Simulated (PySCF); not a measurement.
# Two-component Hartree-Fock for Se³⁰⁺ (selenium, charge +30)

Start: [He] 2s2. Calculated with PySCF 2.14 in an even-tempered Gaussian basis (17 s from 11 bohr⁻², ratio 2.4; 11 p from 14 bohr⁻², ratio 2.4; 5 d from 46 bohr⁻², ratio 2.6; 4 f from 69 bohr⁻², ratio 2.6): generalised Hartree-Fock with the X2C-1e Hamiltonian and a Gaussian nucleus; one run each with spin-orbit coupling (SO) switched off, then screened by Boettger's factors.

```
spinor shell  electrons  ε, spin-free (eV)  ε, screened SO (eV)  weight of nominal j (screened SO)  rms radius, screened SO (bohr)
       1s1/2          2           -15021.8             -15021.8                              1.000                          0.0503
       2s1/2          2            -3501.9              -3501.9                              1.000                           0.196
```

| quantity | spin-free | screened SO |
| --- | --- | --- |
| E (hartree) | -1414.83431 | -1414.83431 |
| M_J | 0 | 0 |
| ⟨J²⟩ | 0.000 | 0.000 |
| ⟨L²⟩ | 0.000 | 0.000 |
| ⟨S²⟩ | 0.000 | 0.000 |

Without spin-orbit coupling the j labels of p, d and f shells carry no meaning; the spin-free column gives the mean over the occupied spinors of each nl shell.
